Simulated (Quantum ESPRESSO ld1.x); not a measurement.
The numbers below are computed, except where a source is named.
V I, 23 electrons, occupied as [Ar] 3d3 4s2. Level of theory: scalar-relativistic Kohn-Sham, PBEsol, spin-unpolarised, spherical densities, point nucleus (ld1.x of Quantum ESPRESSO 7.5).

Normalised radial functions P(r) = r R(r), r in bohr:

```
   r/bohr * 2s, o 2p (the largest magnitude, 1.89, reaches the edge; | marks zero, & curves that meet)
 0.009663                             o      *
  0.01268                             |o       *
  0.01665                             |o        *
  0.02185                             | o         *
  0.02868                             |  o         *
  0.03765                             |    o       *
  0.04942                             |       o  *
  0.06435                             |       *  o
  0.08446                             | *            o
   0.1109                      *      |                   o
   0.1455             *               |                       o
    0.191     *                       |                         o
   0.2507  *                          |                         o
   0.3291     *                       |                    o
   0.4319            *                |              o
   0.5624                   *         |       o
   0.7382                         *   |  o
    0.969                            *|o
    1.272                             &
    1.669                             &
    2.191                             &
    2.876                             &
    3.775                             &
    4.916                             &
    6.453                             &
     8.47                             &
    11.12                             &
```

2s: eigenvalue -601.89 eV, 1 radial node at r = 0.0899 bohr, <r> = 0.309 bohr, 90 % of the charge inside 0.479 bohr. 2p: eigenvalue -502.79 eV, 0 radial nodes, <r> = 0.274 bohr, 90 % of the charge inside 0.451 bohr.
